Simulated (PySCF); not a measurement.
sulfur trioxide (O₃S), SMILES O=S(=O)=O.

Coordinates come from a ωB97X-D3(BJ)/def2-TZVP optimisation.

Two levels are set side by side: TDA-PBE/def2-SVPD (PySCF) and ADC(2)/aug-cc-pVDZ (PySCF). Vertical, same geometry; the bases differ. Differences are taken from unrounded values.

```
quantity                        ADC(2)  TDA-PBE  TDA-PBE minus ADC(2)
------------------------------  ------  -------  --------------------
lowest singlet excitation (eV)    5.33     4.93                 -0.40
```

Functionals without exact exchange tend to place singlet excitations lower, as here. Differences between two approximate levels are no errors against the true value.

Rough cost on one machine, each run with all the roots and properties that it gave: ADC(2) against TDA-PBE about 10 times.
